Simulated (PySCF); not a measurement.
Al$_{2}$ (SMILES [Al][Al]), triplet, geometry from GFN2-xTB (such geometries of metal compounds can be far from the true shape); MP2/aug-pcseg-1 run with PySCF.

PySCF was given this input:
```python
from pyscf import gto, scf, mp

mol = gto.Mole()
mol.atom = '''
    Al   -0.00000000   -0.00000000   -1.25283008
    Al    0.00000000    0.00000000    1.25283008
'''
mol.basis = 'aug-pcseg-1'
mol.spin = 2
mol.verbose = 4
mol.build()

mf = scf.UHF(mol)
mf.kernel()

pt = mp.MP2(mf, frozen=10)
pt.kernel()
print('E(MP2) = %.10f' % pt.e_tot)
mf.analyze()
```

Q: Write the output that PySCF gives for this input, abridged.

A: 
```
PySCF version 2.14.0

[INPUT] verbose = 4
[INPUT] num. atoms = 2
[INPUT] num. electrons = 26
[INPUT] charge = 0
[INPUT] spin (= nelec alpha-beta = 2S) = 2
[INPUT] symmetry False subgroup None
[INPUT] Mole.unit = angstrom
[INPUT] Symbol           X                Y                Z      unit          X                Y                Z       unit  Magmom
[INPUT]  1 Al     0.000000000000   0.000000000000  -1.252830080000 AA    0.000000000000   0.000000000000  -2.367505731817 Bohr   0.0
[INPUT]  2 Al     0.000000000000   0.000000000000   1.252830080000 AA    0.000000000000   0.000000000000   2.367505731817 Bohr   0.0

nuclear repulsion = 35.6915714561547
number of shells = 6
number of NR pGTOs = 106
number of NR cGTOs = 54
basis = aug-pcseg-1
ecp = {}

******** <class 'pyscf.scf.uhf.UHF'> ********
method = UHF
initial guess = minao
damping factor = 0
level_shift factor = 0
DIIS = <class 'pyscf.scf.diis.CDIIS'>
diis_start_cycle = 1
diis_space = 8
diis_damp = 0
SCF conv_tol = 1e-09
SCF conv_tol_grad = None
SCF max_cycles = 50
direct_scf = True
direct_scf_tol = 1e-13
number electrons alpha = 14  beta = 12
Set gradient conv threshold to 3.16228e-05
init E= -483.6668767249

cycle= 1 E= -483.687127845152  delta_E= -0.0203  |g|= 0.0801  |ddm|= 1.51
cycle= 2 E= -483.703329820333  delta_E= -0.0162  |g|= 0.0304  |ddm|= 0.599
cycle= 3 E= -483.705693252519  delta_E= -0.00236  |g|= 0.014  |ddm|= 0.293
cycle= 4 E= -483.706486072738  delta_E= -0.000793  |g|= 0.0051  |ddm|= 0.238
cycle= 5 E= -483.706600287462  delta_E= -0.000114  |g|= 0.00271  |ddm|= 0.0802
cycle= 6 E= -483.706650507121  delta_E= -5.02e-05  |g|= 0.00107  |ddm|= 0.0439
cycle= 7 E= -483.706658609266  delta_E= -8.1e-06  |g|= 0.000298  |ddm|= 0.0161
cycle= 8 E= -483.706659096813  delta_E= -4.88e-07  |g|= 3.71e-05  |ddm|= 0.00332
cycle= 9 E= -483.706659101291  delta_E= -4.48e-09  |g|= 4.72e-06  |ddm|= 0.000579
cycle= 10 E= -483.706659101358  delta_E= -6.68e-11  |g|= 7.02e-07  |ddm|= 6.24e-05
Extra cycle  E= -483.70665910136  delta_E= -1.93e-12  |g|= 2.67e-07  |ddm|= 4.91e-06
converged SCF energy = -483.70665910136  <S^2> = 2.0244459  2S+1 = 3.0162532

******** <class 'pyscf.mp.ump2.UMP2'> ********
nocc = (np.int64(4), np.int64(2)), nmo = (44, 44)
frozen orbitals 10
E(UMP2) = -483.792293687555  E_corr = -0.0856345861945073
E(SCS-UMP2) = -483.792665563694  E_corr = -0.0860064623338131
E_corr(same-spin) = -0.0193327397303027
E_corr(oppo-spin) = -0.0663018464642046
E(MP2) = -483.7922936876
**** SCF Summaries ****
Total Energy =                        -483.706659101360231
Nuclear Repulsion Energy =              35.691571456154698
One-electron Energy =                 -744.440526428070825
Two-electron Energy =                  225.042295870555904
Two-electron Coulomb Energy =          261.178177812339925
DFT Exchange-Correlation Energy =      -36.135881941784021
**** MO energy ****
                             alpha | beta                alpha | beta
MO #1   energy= -58.4765585946853  | -58.4737493715936  occ= 1 | 1
MO #2   energy= -58.4765546167202  | -58.4737444574024  occ= 1 | 1
MO #3   energy= -4.9109235620905   | -4.9076330369869   occ= 1 | 1
MO #4   energy= -4.91078786133855  | -4.90755417589793  occ= 1 | 1
MO #5   energy= -3.22957760033165  | -3.22627356131539  occ= 1 | 1
MO #6   energy= -3.22957760033164  | -3.22526918188649  occ= 1 | 1
MO #7   energy= -3.22946795095707  | -3.22035527403815  occ= 1 | 1
MO #8   energy= -3.22946795095706  | -3.22035527403814  occ= 1 | 1
MO #9   energy= -3.22741747732794  | -3.22024586746399  occ= 1 | 1
MO #10  energy= -3.22638121477718  | -3.22024586746398  occ= 1 | 1
MO #11  energy= -0.54329508920997  | -0.450350835605939 occ= 1 | 1
MO #12  energy= -0.341086185678046 | -0.306809213268357 occ= 1 | 1
MO #13  energy= -0.236126048365414 | -0.0197341370579696 occ= 1 | 0
MO #14  energy= -0.236126048365411 | 0.0108636820266847 occ= 1 | 0
MO #15  energy= -0.0255216583148916 | 0.0108636820266852 occ= 0 | 0
MO #16  energy= 0.0215656863368216 | 0.0221686466867721 occ= 0 | 0
MO #17  energy= 0.0217907567002493 | 0.0399190208735027 occ= 0 | 0
MO #18  energy= 0.0217907567002521 | 0.039919020873509  occ= 0 | 0
MO #19  energy= 0.0403477518030884 | 0.0420958537690002 occ= 0 | 0
MO #20  energy= 0.0403477518030893 | 0.0565525577906592 occ= 0 | 0
MO #21  energy= 0.0414472946032697 | 0.0565525577906605 occ= 0 | 0
MO #22  energy= 0.0486325540642769 | 0.0588179301747809 occ= 0 | 0

To work with the spin densities directly, `use mulliken_meta_spin()` only printing them here.

 ** Mulliken spin pop alpha/beta on meta-lowdin orthogonal AOs **
 ** Mulliken Spin Density (per AO)  **
spin_pop of  0 Al 1s        0.00000
spin_pop of  0 Al 2s        0.00000
spin_pop of  0 Al 3s        0.01882
spin_pop of  0 Al 4s        0.00047
spin_pop of  0 Al 5s       -0.00005
spin_pop of  0 Al 2px       0.00000
spin_pop of  0 Al 2py       0.00000
spin_pop of  0 Al 2pz       0.00000
spin_pop of  0 Al 3px       0.49187
spin_pop of  0 Al 3py       0.49187
spin_pop of  0 Al 3pz      -0.01633
spin_pop of  0 Al 4px       0.00052
spin_pop of  0 Al 4py       0.00052
spin_pop of  0 Al 4pz      -0.00110
spin_pop of  0 Al 5px       0.00039
spin_pop of  0 Al 5py       0.00039
spin_pop of  0 Al 5pz      -0.00067
spin_pop of  0 Al 3dxy      0.00000
spin_pop of  0 Al 3dyz      0.00688
spin_pop of  0 Al 3dz^2    -0.00083
spin_pop of  0 Al 3dxz      0.00688
spin_pop of  0 Al 3dx2-y2    0.00000
spin_pop of  0 Al 4dxy      0.00000
spin_pop of  0 Al 4dyz      0.00035
spin_pop of  0 Al 4dz^2    -0.00031
spin_pop of  0 Al 4dxz      0.00035
spin_pop of  0 Al 4dx2-y2    0.00000
spin_pop of  1 Al 1s        0.00000
spin_pop of  1 Al 2s        0.00000
spin_pop of  1 Al 3s        0.01882
spin_pop of  1 Al 4s        0.00047
spin_pop of  1 Al 5s       -0.00005
spin_pop of  1 Al 2px       0.00000
spin_pop of  1 Al 2py       0.00000
spin_pop of  1 Al 2pz       0.00000
spin_pop of  1 Al 3px       0.49187
spin_pop of  1 Al 3py       0.49187
spin_pop of  1 Al 3pz      -0.01633
spin_pop of  1 Al 4px       0.00052
spin_pop of  1 Al 4py       0.00052
spin_pop of  1 Al 4pz      -0.00110
spin_pop of  1 Al 5px       0.00039
spin_pop of  1 Al 5py       0.00039
spin_pop of  1 Al 5pz      -0.00067
spin_pop of  1 Al 3dxy      0.00000
spin_pop of  1 Al 3dyz      0.00688
spin_pop of  1 Al 3dz^2    -0.00083
spin_pop of  1 Al 3dxz      0.00688
spin_pop of  1 Al 3dx2-y2    0.00000
spin_pop of  1 Al 4dxy      0.00000
spin_pop of  1 Al 4dyz      0.00035
spin_pop of  1 Al 4dz^2    -0.00031
spin_pop of  1 Al 4dxz      0.00035
spin_pop of  1 Al 4dx2-y2    0.00000
 ** Mulliken Spin Density (per atom)  **
spin density of  0 Al =      1.00000
spin density of  1 Al =      1.00000
 ** Mulliken pop alpha/beta on meta-lowdin orthogonal AOs **
 ** Mulliken pop       alpha | beta **
In total            14.00000 | 12.00000
 ** Mulliken atomic charges   ( Nelec_alpha | Nelec_beta ) **
charge of  0Al =      0.00000  (     7.00000      6.00000 )
charge of  1Al =     -0.00000  (     7.00000      6.00000 )
Dipole moment(X, Y, Z, Debye):  0.00000,  0.00000, -0.00000
```
